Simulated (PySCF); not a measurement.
**Shapes and spin states of [MoCl3]+**

Level of theory: PBE0/[Mo def2-TZVP with ECP28, Cl def2-TZVP], scalar-relativistic core potentials, density fitting, no spin–orbit coupling, PySCF.

Relaxations began from a few typed shapes and spin states; open shells are unrestricted. The search is not exhaustive: other isomers or separated fragments can lie lower, and high-lying points may rest on an excited occupation.

(1) Order these stationary points by electronic energy, lowest first, in kJ/mol from the lowest minimum.
A. triplet C2v: Mo–Cl 2.151 Å, Mo–Cl 2.167 Å (×2); Cl–Mo–Cl 110.5°, Cl–Mo–Cl 124.8° (×2)
B. singlet (closed shell, unstable to spin polarisation) D3h: Mo–Cl 2.134 Å (×3); Cl–Mo–Cl 120.0° (×3)
C. broken-symmetry Ms = 0 (⟨S²⟩ 0.90) C2v: Mo–Cl 2.145 Å, Mo–Cl 2.156 Å (×2); Cl–Mo–Cl 113.2°, Cl–Mo–Cl 123.4° (×2)

(2) Which of them are minima?

## Answers

(1) A (0.0), C (27.5), B (61.9).

(2) By energy in kJ/mol, 0.0: not settled, its softest mode being under 30 cm⁻¹; 27.5: not settled, its softest mode being under 30 cm⁻¹; 61.9: minimum of the closed-shell surface only.

Formally Mo is in oxidation state +4, d2, with 2 unpaired electrons (the high-spin count). The Mulliken spin on Mo is 2.04. The polar-tensor charge on Mo, 2.31, is far below the formal one.

For the lowest minimum: other spin states or occupations of the open shell can lie lower.

The electron or spin density has lower symmetry than the nuclear frame for the broken-symmetry Ms = 0 (⟨S²⟩ 0.90) C2v at 27.5 kJ/mol.
